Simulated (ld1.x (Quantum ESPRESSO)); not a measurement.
**u(r) = r·R(r): atom against pseudo-atom (Si (Z = 14))**

Columns: radius, all-electron u(r) and pseudo u(r) of the 3p shell (level -7.77 eV) of silicon in the configuration [Ne] 3s2 3p1.5; BP86, scalar-relativistic, PAW scheme, ld1.x (Quantum ESPRESSO) 7.5.

```tsv
r (bohr)	all-electron	pseudo
0.103	0.1133	-0.0058
0.205	0.2344	-0.0225
0.308	0.2779	-0.0498
0.410	0.2536	-0.0859
0.513	0.1860	-0.1298
0.615	0.0965	-0.1787
0.718	-0.0027	-0.2317
0.820	-0.1010	-0.2857
0.923	-0.1952	-0.3398
1.025	-0.2806	-0.3913
1.128	-0.3576	-0.4400
1.230	-0.4242	-0.4838
1.332	-0.4813	-0.5226
1.435	-0.5297	-0.5565
1.538	-0.5689	-0.5849
1.640	-0.5994	-0.6079
1.743	-0.6225	-0.6261
1.845	-0.6383	-0.6394
1.948	-0.6480	-0.6482
2.050	-0.6522	-0.6522
2.153	-0.6516	-0.6516
2.255	-0.6470	-0.6470
2.358	-0.6388	-0.6388
2.460	-0.6279	-0.6279
2.562	-0.6145	-0.6145
2.665	-0.5991	-0.5991
```

Task: How many radial nodes do the two functions have?

Result: The all-electron 3p function has n − l − 1 = 1; the pseudo-wave has 0, since the states of the same l below it are removed with the core.

Task: At about which radius was the pseudo-wave matched?

Result: 2.05 bohr, where the columns begin to agree (steps of 0.10 bohr).

Task: Where does each function peak?

Result: Outermost all-electron maximum near 2.05 bohr, pseudo maximum near 2.05 bohr (to the table’s step).

Task: Is the pseudo-wave norm-conserving?

Result: No, it belongs to a PAW set: the norm inside the radius is not constrained, and the difference is carried by the augmentation charge.
